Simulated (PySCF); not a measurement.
## `[BH3-][C@@H](CC)[C@H]1C[SiH2]1`, [C₅H₁₄BSi]-, charge -1

Geometry:
| atom | x (Å) | y (Å) | z (Å) |
| --- | --- | --- | --- |
| B1 | 0.368 | -2.093 | -0.670 |
| C2 | 0.216 | -0.657 | 0.178 |
| C3 | 1.599 | -0.068 | 0.453 |
| C4 | 1.616 | 1.119 | 1.416 |
| C5 | -0.653 | 0.293 | -0.589 |
| C6 | -2.150 | 0.030 | -0.669 |
| Si7 | -1.733 | 1.623 | 0.224 |
| H8 | 1.055 | -2.858 | -0.010 |
| H9 | -0.727 | -2.593 | -0.852 |
| H10 | 0.911 | -1.886 | -1.745 |
| H11 | -0.262 | -0.870 | 1.145 |
| H12 | 2.048 | 0.234 | -0.498 |
| H13 | 2.225 | -0.863 | 0.865 |
| H14 | 1.043 | 1.953 | 1.012 |
| H15 | 2.637 | 1.462 | 1.599 |
| H16 | 1.174 | 0.837 | 2.372 |
| H17 | -0.206 | 0.577 | -1.540 |
| H18 | -2.593 | 0.052 | -1.657 |
| H19 | -2.489 | -0.824 | -0.099 |
| H20 | -1.974 | 1.681 | 1.660 |
| H21 | -2.117 | 2.869 | -0.441 |

Total charge -1.

Computed with TDDFT B3LYP/def2-SVPD circular dichroism and optical rotation, one conformer, gas phase (PySCF 2.14.0). Geometry: GFN2-xTB.

The molecule is flexible and this is one conformer; a measurement averages over conformers. For a gas-phase anion, states above the detachment energy (about 1.6 eV, taken as minus the energy of the highest occupied orbital) lie in the continuum and depend on the basis.

Problem. Draw the ECD and absorption spectra from the lowest 8 states, each a Gaussian of half-width 0.35 eV at 1/e height.

Solution. 
```csv
E (eV),λ (nm),Δε (L mol⁻¹ cm⁻¹),ε (L mol⁻¹ cm⁻¹)
3.78,328,-0.62,670
3.88,320,-1.23,1450
3.98,312,-2.02,2690
4.08,304,-2.79,4290
4.18,297,-3.25,5900
4.28,290,-3.38,7010
4.38,283,-3.58,7270
4.48,277,-4.44,6680
4.58,271,-6.19,5580
4.68,265,-8.27,4450
4.78,259,-9.53,3600
4.88,254,-9.10,3100
4.98,249,-7.09,2830
5.08,244,-4.48,2630
5.18,239,-2.42,2360
```
Δε uses R in velocity form, ε uses f in length form. Only the states computed contribute, so the short-wavelength end is incomplete.
